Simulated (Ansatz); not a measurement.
Cost against result

Saddle point of Si₂H₅OF, closed shell (Si₂H₅OF ([OH][SiH]([F])[SiH3]) → Si₂H₄O ([O][SiH][SiH3]) + HF; bonds formed: F2–H4; bonds broken: Si1–F2, O3–H4), PBE0-D4/def2-TZVP structure:

Si1  (-1.030, -0.008, -0.415)
F2  (0.147, -2.314, -0.012)
O3  (-1.871, -0.893, 0.515)
H4  (-0.683, -2.073, 0.404)
H5  (-1.475, 0.252, -1.816)
Si6  (0.937, 1.085, 0.245)
H7  (0.664, 2.547, 0.255)
H8  (1.330, 0.613, 1.592)
H9  (1.981, 0.790, -0.768)
(Å)

Barriers are electronic and count from the start structure reached by relaxing down the imaginary mode.

Computed with Ansatz 0.2.0 (basis: as named in each row); correlated methods freeze the cores. B3LYP uses VWN-RPA correlation. Extrapolation: Hartree–Fock as exp(−7.88 √X), correlation as X^−2.97.

Times are rough, for one single point on 4 threads of a shared host (Arm Neoverse V2).

The estimate by CCSD(T) at an estimated basis limit (MP2 extrapolated from triple and quadruple zeta, plus CCSD(T) − MP2 in triple zeta) is 288.2 kJ/mol.

```tsv
method	basis	time (s)	barrier (kJ/mol)	method less estimate
HF	STO-3G	under 1	411.5	123.3
PBE-D4	STO-3G	under 1	272.2	-16.0
SPW92	def2-SVP	under 1	264.8	-23.4
PBE-D4	def2-SVP	under 1	252.0	-36.2
B3LYP-D4	6-31G	under 1	245.0	-43.2
PBE0-D4	def2-SVP	under 1	278.1	-10.2
SPW92	def2-TZVPP	under 1	267.7	-20.6
PBE-D4	def2-TZVPP	1	256.6	-31.7
BLYP-D4	def2-TZVPP	1	251.9	-36.3
B3LYP-D4	def2-TZVPP	2	275.7	-12.5
BHLYP-D4	def2-TZVPP	2	304.6	16.4
PBE0-D4	def2-TZVPP	2	283.9	-4.4
CAM-B3LYP-D4	def2-TZVPP	2	288.8	0.6
CCSD(T)	def2-SVP	2	273.2	-15.0
r2SCAN-D4	def2-TZVPP	2	282.9	-5.4
r2SCAN0-D4	def2-TZVPP	3	299.6	11.4
B2PLYP	def2-TZVPP	3	279.8	-8.4
PBE-QIDH	def2-TZVPP	3	296.4	8.2
RPA on PBE	def2-TZVPP	3	277.6	-10.6
wB97M-V	def2-SVP	4	282.6	-5.6
B97M-V	def2-TZVPP	5	288.4	0.2
wB97M-V	def2-TZVPP	6	285.9	-2.3
wB97X-V	def2-TZVPP	8	292.3	4.0
MP2	def2-QZVPP	12	285.0	-3.3
CCSD(T)	def2-TZVPP	51	286.3	-1.9
```

All methods are single points on the PBE0-D4 structures.

T1 diagnostic: at most 0.020.

Labels in which every atom is bracketed show which atoms are joined, not bond orders.
